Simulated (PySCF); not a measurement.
Energies from PySCF, thermal terms from the rigid-rotor harmonic-oscillator model, ideal gas at 1 bar. 'Table' is the NASA 1993 thermochemical table (part measured, part estimated). Open shells (unrestricted): BaCl (multiplicity 2). Ba: scalar-relativistic def2 core potential, no spin-orbit coupling. The harmonic model lacks anharmonicity and excited electronic states, which grow with temperature; levels with a mode under 35 cm⁻¹ are left out. The table's entry may be an old estimate for BaCl (not checked at source).

Harmonic frequencies at PBE0/def2-TZVP (cm⁻¹): 278. Point group C∞v; S°(298 K) = 258.7 J/mol/K at this level.

### Question
Work out Cp and S° of gaseous BaCl at 500, 800, 1200, 1600, 2000 K from these, and set them beside the table.

### Answer
```json
[
 {"T (K)": "500", "Cp PBE0/def2-TZVP": "37.0", "Cp table": "37.3", "S° PBE0/def2-TZVP": "277.7", "S° table": "277.7"},
 {"T (K)": "800", "Cp PBE0/def2-TZVP": "37.2", "Cp table": "37.7", "S° PBE0/def2-TZVP": "295.1", "S° table": "295.3"},
 {"T (K)": "1200", "Cp PBE0/def2-TZVP": "37.3", "Cp table": "37.9", "S° PBE0/def2-TZVP": "310.3", "S° table": "310.7"},
 {"T (K)": "1600", "Cp PBE0/def2-TZVP": "37.4", "Cp table": "38.3", "S° PBE0/def2-TZVP": "321.0", "S° table": "321.6"},
 {"T (K)": "2000", "Cp PBE0/def2-TZVP": "37.4", "Cp table": "39.1", "S° PBE0/def2-TZVP": "329.4", "S° table": "330.2"}
]
```
Units J/mol/K.
